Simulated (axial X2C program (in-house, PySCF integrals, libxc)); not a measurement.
Potential curves of In₂⁻, with spin–orbit coupling

Calculated with an in-house all-electron X2C program for linear molecules (integrals from PySCF). Two-component (2c) means X2C with spin–orbit coupling and atomic mean-field two-electron Coulomb and Gaunt terms. Basis: In dyall-acv3z [12s13p10d5f1g] (cores contracted in-house); Gaussian nuclei, density fitting, unrestricted open shells. Masses: In 114.904 u.

State: Ω = 3/2 (⟨Sz⟩ = 1.50, ⟨Lz⟩ = 0.00 at HF). Energies in eV from the lowest point of each curve. Fits are polynomials in 1 − R0/R over 0.85 to 1.23 times the lowest point R0.

```
 R (Å)    CCSD  CCSD(T)      HF
2.4926                   0.5426
2.6072  0.2440   0.2492  0.2466
2.6931  0.1103   0.1137  0.1127
2.7791  0.0334   0.0351  0.0348
2.8650  0.0000   0.0000  0.0000
2.9653  0.0021   0.0001  0.0003
3.0656  0.0364   0.0323  0.0331
3.1945  0.1128   0.1054  0.1087
3.3521                   0.2341
3.5813                   0.4501
```

Correlated methods: 7 electrons correlated (number of frozen shells: In 4 s, 3 p, 2 d), 385 virtual spin orbitals or spinors in MP2, 90 natural virtuals in coupled cluster.

Occupations by symmetry block were frozen at the best pattern of an incomplete PBE0 search. CCSD and (T) use frozen natural virtuals with an MP2 correction for the truncation; (T) itself is uncorrected, so its De runs slightly low. Other states lie close and PBE0, whose exact exchange favours high spin, may order them wrongly; the determinant shown need not be the ground state. The nearest other 2c determinant of the search, Ω = 1/2, lies 0.25 eV up at the distance of the search. With several unpaired electrons one determinant need not be a pure state. This is the top spin component of a Σ state; components of lower Ω are not single determinants and can lie lower. With the outer-core shells frozen, correlated bond lengths of heavy atoms tend to come out a few hundredths of an ångström too long. Coupled cluster ran on the points near the minimum only. MP2 and coupled cluster on one determinant become unreliable at the stretched end.

Q: Fit the CCSD curve near its minimum: give the equilibrium distance and the harmonic wavenumber.

A: At CCSD, 2c: Re = 2.908 Å, ωe ≈ 135 cm⁻¹; Be follows as 0.0347 cm⁻¹.

Q: Fit the CCSD(T) curve near its minimum: give the equilibrium distance and the harmonic wavenumber.

A: At CCSD(T), 2c: Re = 2.914 Å, ωe ≈ 134 cm⁻¹; Be follows as 0.0346 cm⁻¹.

Q: Fit the HF curve near its minimum: give the equilibrium distance and the harmonic wavenumber.

A: At HF, 2c: Re = 2.913 Å, ωe ≈ 134 cm⁻¹; Be follows as 0.0346 cm⁻¹.
